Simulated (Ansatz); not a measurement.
Reaction (substitution at a C–C bond): `C=[C]([GeH3])C=O` + H₂Te → `C=[C]([GeH3])[TeH]` + `C=O`

Program: Ansatz. Geometries: PBE0-D4/def2-TZVP. ΔE: electronic, gas phase. CBS: MP2 limit from def2 TZ/QZ plus the TZ coupled-cluster correction, frozen cores. This one scheme is used for every species. DFT in def2-TZVPP. B3LYP here is the variant with VWN-RPA as its local correlation; programs differ in this. def2 core potentials past Kr. For Ge, Te outer-core shells are correlated without core-valence functions, which leaves a few kJ/mol of doubt a bond. Scalar relativity is left out up to krypton. Each species was taken in one conformer, which may not be the lowest.

| level | ΔE (kcal/mol) | difference from CCSD(T)/CBS |
| --- | --- | --- |
| r2SCAN-D4 | 12.8 | 3.7 |
| PBE0-D4 | 12.1 | 3.0 |
| B3LYP-D4 | 11.5 | 2.4 |
| ωB97X-V | 12.2 | 3.1 |
| B2PLYP | 11.4 | 2.3 |
| PBE | 12.2 | 3.1 |
| r2SCAN | 12.9 | 3.8 |
| PBE0 | 12.8 | 3.7 |
| HF/def2-TZVPP | 14.2 | 5.1 |
| MP2/def2-TZVPP | 8.6 | -0.5 |
| CCSD/def2-TZVPP | 10.9 | 1.8 |
| HF/def2-QZVPP | 13.9 | 4.8 |
| SCS-MP2/def2-QZVPP | 8.2 | -0.9 |
| HF/CBS(def2) | 13.8 | 4.7 |
| MP2/CBS(def2) | 7.4 | -1.7 |
| CCSD/CBS(def2) | 9.6 | 0.5 |
| CCSD(T)/CBS | 9.1 | 0 |

Largest T1 diagnostic among the species: 0.015.

The D4 term adds −1.4 kcal/mol with B3LYP and −0.7 kcal/mol with PBE0; it sums over pairs of atoms, weighted by their polarisabilities, and B3LYP, whose exchange is more repulsive, gets the larger term. In def2-TZVPP, CCSD(T) changes the Hartree–Fock value by −3.8 kcal/mol (the triples alone add −0.5 kcal/mol) and MP2 by −5.6 kcal/mol.
